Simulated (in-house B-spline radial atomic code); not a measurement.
Values are calculated unless marked as measured or tabulated.
# Weak and strong correlation along the adiabatic connection

Two-electron singlets in several external potentials (atomic units), by full CI in B-splines with partial waves to l = 8 (correlation energies up to 0.6 % small). The repulsion is scaled by λ at fixed density; W(λ) is the mean repulsion less the Hartree energy, W(0) = E_x, and the area under W from 0 to 1 is E_xc.

Relative drop (W(λ) − E_x)/E_x:

| system | λ = 0.12 | λ = 0.25 | λ = 0.4 | λ = 0.6 | λ = 0.8 | λ = 1 |
| --- | --- | --- | --- | --- | --- | --- |
| ω²r²/2 − Z/r, ω = 1.86, Z = 2 | 0.0072 | 0.0146 | 0.0229 | 0.0334 | 0.0433 | 0.0526 |
| ω²r²/2, ω = 0.399 | 0.0251 | 0.0491 | 0.0731 | 0.1004 | 0.1231 | 0.1424 |
| −V exp(−r²/w²), V = 4.34, w = 12.2 | 0.0332 | 0.0636 | 0.0928 | 0.1243 | 0.1494 | 0.1699 |
| −V exp(−r²/w²), V = 21.6, w = 3.07 | 0.0108 | 0.0218 | 0.0338 | 0.0487 | 0.0624 | 0.0751 |
| −V exp(−r²/w²), V = 2.13, w = 3.0 | 0.0209 | 0.0413 | 0.0623 | 0.0865 | 0.1074 | 0.1254 |
| −Z exp(−kr)/r, Z = 6.01, k = 2.0 | 0.0035 | 0.0073 | 0.0116 | 0.0171 | 0.0225 | 0.0278 |
| −V exp(−r²/w²), V = 13.6, w = 4.42 | 0.0146 | 0.0293 | 0.0449 | 0.0638 | 0.0808 | 0.0960 |

Task: Order the systems by how far second-order (GL2) theory, half the initial slope (estimated from the first points of each curve), overshoots the correlation energy, least first.
A. ω²r²/2 − Z/r, ω = 1.86, Z = 2
B. −V exp(−r²/w²), V = 4.34, w = 12.2
C. −V exp(−r²/w²), V = 2.13, w = 3.0
D. −Z exp(−kr)/r, Z = 6.01, k = 2.0
E. −V exp(−r²/w²), V = 13.6, w = 4.42
F. ω²r²/2, ω = 0.399
G. −V exp(−r²/w²), V = 21.6, w = 3.07

Result: D (GL2/E_c = 1.05), A (GL2/E_c = 1.10), G (GL2/E_c = 1.15), E (GL2/E_c = 1.20), C (GL2/E_c = 1.30), F (GL2/E_c = 1.36), B (GL2/E_c = 1.48).

Task: What else changes along this order?

Result: The ratio follows the bend of the curve. With it the leading natural occupation goes from 1.998 to 1.905 and −T_c/E_c from 0.95 to 0.67 between the first and the last.
